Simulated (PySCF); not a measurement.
## Ho³⁶⁺ (holmium, charge +36): UHF calculation

Configuration: [Ar] 3d10 4s2 4p1, 2P determinant. Computed with PySCF 2.14 in an even-tempered Gaussian basis (19 s from 3.2 bohr⁻², ratio 2.5; 14 p from 4.1 bohr⁻², ratio 2.5; 8 d from 7.3 bohr⁻², ratio 2.5; 4 f from 21 bohr⁻², ratio 2.7; 4 g from 32 bohr⁻², ratio 2.7), with the spin-free X2C one-electron Hamiltonian (Gaussian nucleus).

```json
{
  "Total energy": "-11851.061497 hartree",
  "One-electron energy": "-14273.5171 hartree",
  "Hartree (Coulomb) energy": "2638.6636 hartree",
  "Exchange energy": "-216.2080 hartree",
  "⟨S²⟩": "0.7514",
  "⟨L²⟩": "2.004",
  "Sum of ⟨r⟩": "5.888 bohr",
  "Sum of ⟨r²⟩": "1.739 bohr²",
  "Traceless quadrupole moment −½Σ⟨3z² − r²⟩ along its main axis": "-0.102 e·bohr²"
}
```

| shell | electrons | mean orbital energy (hartree) | spread (hartree) | rms radius, mean of both spins (bohr) |
| --- | --- | --- | --- | --- |
| 1s α | 1 | -2110.62703 | 0 | 0.0236 |
| 1s β | 1 | -2110.56143 | 0 | 0.0236 |
| 2s α | 1 | -403.76125 | 0 | 0.0950 |
| 2s β | 1 | -403.72377 | 0 | 0.0950 |
| 2p α | 3 | -364.55015 | 0.05768 | 0.0857 |
| 2p β | 3 | -364.48051 | 0.08959 | 0.0857 |
| 3s α | 1 | -132.59743 | 0 | 0.241 |
| 3s β | 1 | -132.52698 | 0 | 0.241 |
| 3p α | 3 | -120.23686 | 0.04668 | 0.240 |
| 3p β | 3 | -120.13525 | 0.17748 | 0.240 |
| 3d α | 5 | -104.66772 | 0.07986 | 0.219 |
| 3d β | 5 | -104.61760 | 0.15768 | 0.219 |
| 4s α | 1 | -61.69414 | 0 | 0.490 |
| 4s β | 1 | -61.26243 | 0 | 0.490 |
| 4p α | 1 | -57.21672 | 0 | 0.505 |

Spin-orbit coupling, absent here, splits the open shell strongly.

Densities and radii are taken from the X2C orbitals without a picture-change correction, which distorts them close to the nucleus.

Spin-orbit constants ζ (cm⁻¹) from the X2C one-electron operator on these orbitals: bare nucleus, nucleus screened by l(l+1)(2l+1)/3 electrons, and screened by the Breit-Pauli mean field of the electrons.

```tsv
shell	bare	screened nucleus	mean field
2p	4429000	4297000	4245000
3p	972500	943400	931400
3d	152700	129900	126800
4p	300200	291300	287600
```

To first order the Landé constant is A = 287600 cm⁻¹, so the lowest level has J = 1/2 and lies 35.7 eV below the centre of the term. First order in ζ underestimates the shift of the j = l − 1/2 level at high Z.
